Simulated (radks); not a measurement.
The iridium ion Ir2+ inside a hard spherical wall (all orbitals vanish at R), configuration held at [Xe] 4f14 5d7 and not refilled when levels cross. Calculated with a radial shooting solver on a logarithmic mesh with Libxc functionals: scalar-relativistic Kohn-Sham, LDA (Slater exchange, VWN5 correlation), spin-polarised, spherical densities, point nucleus; open shells are filled with parallel spins first (spin-orbit coupling, left out, can overturn this in heavy ions). Eigenvalues in eV for spin up, with the zero of energy where the potential of the charges vanishes at infinity; a dash marks a level that is unbound or too diffuse for the functional's potential to be trusted. A positive occupied level is held by the wall or, in an anion where self-interaction has pushed it up, behind a barrier. The pressure on the wall is -dE/dV.

R (bohr)  E (hartree)  kinetic (hartree)    e(5s)    e(4f)    e(5p)    e(5d)  e(6s, empty)  e(6p, empty)  pressure (GPa)
free      -17816.5481          19807.914  -116.64  -80.394  -73.428  -25.487       -22.379       -14.575               0
20        -17816.5481          19807.914  -116.64  -80.394  -73.428  -25.487       -22.379       -14.575        < 0.0001
12        -17816.5481          19807.914  -116.64  -80.394  -73.428  -25.487       -22.379       -14.575        < 0.0001
10        -17816.5481          19807.914  -116.64  -80.394  -73.428  -25.487       -22.379       -14.575        < 0.0001
5         -17816.5391          19808.002  -116.33  -80.064  -73.131  -25.212       -21.818       -12.930            1.86
4         -17816.4696          19808.491  -114.97  -78.590  -71.850  -23.943       -19.218        -8.109            24.5
3.5       -17816.3193          19809.370  -113.03  -76.443  -70.045  -21.992       -15.073        -1.548            93.8
3         -17815.8675          19811.711  -109.12  -71.978  -66.384  -17.626        -5.342        12.478             394
1.5       -17780.6577          19952.044  -19.897   22.534   35.443   114.65        307.74        372.42          124000
